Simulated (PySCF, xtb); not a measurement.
Al(Cl)(OH)(SMe) (CH4AlClOS), SMILES [OH][Al]([Cl])[S]C. One conformer was computed; it need not be the lowest.

Harmonic wavenumbers (cm⁻¹) from GFN2-xTB run with xtb at its own minimum, in rising order: 47, 80, 102, 159, 195, 205, 337, 411, 449, 591, 705, 893, 936, 950, 1312, 1439, 1453, 3038, 3045, 3050, 3775.

Task: What does B3LYP-D3(BJ)/def2-SVP (PySCF) give at its own minimum? (Estimate from the structure and the level; the computed values follow.)

Result: 53, 82, 115, 182, 219, 225, 314, 429, 536, 623, 686, 891, 966, 989, 1339, 1460, 1461, 3055, 3158, 3172, 3927. Paired by order, the mean absolute difference is 38 cm⁻¹ and the zero-point energies are 33.1 and 34.1 kcal/mol.
